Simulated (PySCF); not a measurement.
Species: (Me)3Si-O-SiH3, C₃H₁₂OSi₂.
Bonds: Si1–C2, Si1–C3, Si1–C4, Si1–O5, O5–Si6. Hydrogens: H7, H8, H9 on C2; H10, H11, H12 on C3; H13, H14, H15 on C4; H16, H17, H18 on Si6.

The closed-shell ground state was solved at several levels (PySCF, density fitting, gas phase, non-relativistic). Geometry: PBE0-D3(BJ)/def2-SVP; no solvent, vibrations or thermal averaging.

```tsv
level	basis functions	total energy (Eh)	HOMO (eV)	LUMO (eV)	gap (eV)	dipole (D)
PBE0/pcSseg-1	176	-775.3428	-8.10	0.46	8.56	1.06
CAM-B3LYP/def2-SVPD	227	-775.4606	-9.47	0.92	10.39	1.09
```

Question: Estimate the row for KT2/pcSseg-1, a basis of 176 functions; the other rows only guide the guess.

Answer: Total energy -784.0354 Eh, HOMO -6.79 eV, LUMO -0.57 eV, gap 6.22 eV, dipole 1.04 D.

Question: Over all these levels, which gives the widest orbital gap and which the narrowest?

Answer: CAM-B3LYP/def2-SVPD (range-separated hybrid) has the widest, 10.39 eV, and KT2/pcSseg-1 (GGA) the narrowest, 6.22 eV. Functional and basis both differ between the two, so the spread mixes both effects.

Question: How far do the dipole and the HOMO energy spread over the levels?

Answer: The dipole runs from 1.04 to 1.09 D (mean 1.06 D) and the HOMO from -9.47 to -6.79 eV.
